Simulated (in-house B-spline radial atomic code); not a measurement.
The numbers below are computed, except where a source is named.
Building a PAW s channel for B, r_c = 1.47 bohr

B, [He] 2s2 2p1, non-relativistic LDA (VWN5), spherical and spin-unpolarised, from an all-electron radial atomic-structure program (B-spline basis) (atomic units; all potentials screened as in the neutral atom).

Two all-electron partial waves φ1, φ2 are integrated outwards at E1 = ε(2s) = -0.344701 and E2 = E1 + 0.5 hartree; φ1 is the bound orbital and φ2 has unit norm inside r_c = 1.4682 bohr. Smooth partners are polynomials, r^1(a0 + a1 r² + a2 r⁴ + a3 r⁶), matched to φ and three derivatives at r_c, with no condition on the norm. The local potential is -4.17655 + (3.76532) r² + (-1.62814) r⁴ + (0.27246) r⁶ inside 1.202 bohr and the all-electron one outside.

| wave | φ(r_c) | φ'(r_c) | a0 | a1 | a2 | a3 |
| --- | --- | --- | --- | --- | --- | --- |
| 1 | 0.7301491 | 0.04085683 | 0.6550744 | -0.0007499392 | -0.05203988 | 0.008552397 |
| 2 | 1.102102 | -0.7061644 | 1.424216 | -0.2111958 | -0.08216875 | 0.01632071 |

Inside r_c the overlaps are <φi φj> = [[0.31640, 0.56063], [0.56063, 1.00000]] and, for the smooth waves, [[0.35605, 0.64564], [0.64564, 1.18134]]. With χj = (Ej − T − V_local) applied to smooth wave j, the program's quadrature gives the matrix B_ij = <smooth i, χj> as [[0.30771, 0.65216], [0.60965, 1.29353]].

**Question.** Check the match of the first wave, and find the augmentation charges q_ij.

**Answer.** At r_c the four terms are 0.96178, -0.00237, -0.35503, 0.12577, which sum to 0.7302, φ1(r_c) to rounding. q_ij is the all-electron overlap less the smooth one: [[-0.03965, -0.08501], [-0.08501, -0.18134]]. The smooth first wave has a norm of 0.3561 inside r_c against 0.3164, so q11 is negative and must stay small enough for the overlap operator to be positive.

**Question.** B isn't symmetric. Show that D_ij = B_ij + Ej q_ij is.

**Answer.** Integrating by parts gives B12 − B21 = (E1 − E2) q12: 0.65216 − (0.60965) = 0.04250, and −0.5 × (-0.08501) = 0.04250. So D12 = 0.65216 + (0.155299)(-0.08501) = 0.63895 and D21 = 0.60965 + (-0.344701)(-0.08501) = 0.63895; D11 = 0.32138, D22 = 1.26537. The projectors, p = (B⁻¹)ᵀ χ, are dual to the smooth waves; det B = 0.00044, small beside B11 B22, as the two smooth waves look alike inside r_c.

Solving (T + V_local + Σ p D p) ψ = E (1 + Σ p q p) ψ in a sphere of 9 bohr gives these levels:

| all-electron | one projector | two projectors |
| --- | --- | --- |
| -0.344687 | -0.344687 | -0.344687 |
| 0.044643 | 0.044382 | 0.044643 |
| 0.330065 | 0.328595 | 0.330064 |
| 0.768567 | 0.762488 | 0.768554 |
| 1.347220 | 1.327290 | 1.347070 |

**Question.** What does the second projector gain?

**Answer.** With one projector the errors are 0.00, -0.26, -1.47, -6.08, -19.93 millihartree. With two the errors are 0.00, 0.00, 0.00, -0.01, -0.15 millihartree. The scattering is exact at E1 and at E2 = 0.155, and over all levels compared the largest error is 0.15 millihartree. The lowest eigenvalue of the overlap operator is 0.7673 with one and 0.2494 with two projectors. The smooth orbital alone needs a cutoff of 6.62 hartree for 1 millihartree of kinetic energy, against 11.5 for a norm-conserving Troullier-Martins orbital of the same radius; part of the gain comes from giving up the norm, part from the simpler form.
